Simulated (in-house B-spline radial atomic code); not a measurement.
A fraction x of an electron is removed from 3d in the zinc ion Zn⁴⁺, starting from [Ar] 3d8 and keeping the highest spin. Computed with a radial B-spline atomic code at the basis-set limit: scalar-relativistic (X2C) RPBE, spin-polarised, spherical fractional occupations, Fermi nucleus of rms radius 3.9283 fm.

| x | E(x) - E(0) (eV) | 3d down level (eV) |
| --- | --- | --- |
| 0 | 0.0000 | -71.832 |
| 0.11 | 8.0412 | -74.377 |
| 0.15 | 11.0349 | -75.308 |
| 0.26 | 19.4605 | -77.888 |
| 0.4 | 30.5969 | -81.209 |
| 0.5 | 38.8375 | -83.606 |
| 0.52 | 40.5144 | -84.088 |
| 0.7 | 56.0430 | -88.462 |
| 0.75 | 60.4968 | -89.689 |
| 0.97 | 80.8268 | -95.145 |
| 1 | 83.6924 | -95.896 |

The exact functional would give a straight line between the two integer points. Deviations E(x) - E(0) - x[E(1) - E(0)], in eV: -1.165 at x = 0.11, -1.519 at x = 0.15, -2.3 at x = 0.26, -2.88 at x = 0.4, -3.009 at x = 0.5, -3.006 at x = 0.52, -2.542 at x = 0.7, -2.273 at x = 0.75, -0.355 at x = 0.97.

The curve lies below the straight line by up to 3.009 eV (at x = 0.5): convex, the delocalisation error that favours fractional charges.

How well does Slater's transition state (minus the level at half occupation) give the ionisation energy?

It gives 83.606 eV against 83.692 eV from the two total energies; NIST lists 82.60 eV, ground level to ground level.
